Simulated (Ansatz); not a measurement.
Job for Ansatz (an electronic-structure program): R-PBE/def2-TZVPP on BClH2OSe (SMILES OB(Cl)[SeH]), a point of a torsion scan.

Ansatz 0.2 input:
```yaml
crystal:
  periodic: [false, false, false]
  atoms:
    - {symbol: O, position_ang: [-0.69148521, -0.89265443, -0.26695957]}
    - {symbol: B, position_ang: [-0.11162833, 0.26664850, 0.02446845]}
    - {symbol: Cl, position_ang: [-0.66679573, 1.76448634, -0.64678043]}
    - {symbol: Se, position_ang: [1.47919826, 0.34623919, 1.14541247]}
    - {symbol: H, position_ang: [-1.37745638, -1.37751467, 0.17573966]}
    - {symbol: H, position_ang: [1.56907683, -1.06734474, 1.41490423]}
basis:
  gaussian:
    orbitals: def2-TZVPP
hamiltonian:
  xc: {name: PBE}
scf: {lower_state_search: off}
```

What total energy does the run end on?

-2962.5246 hartree.
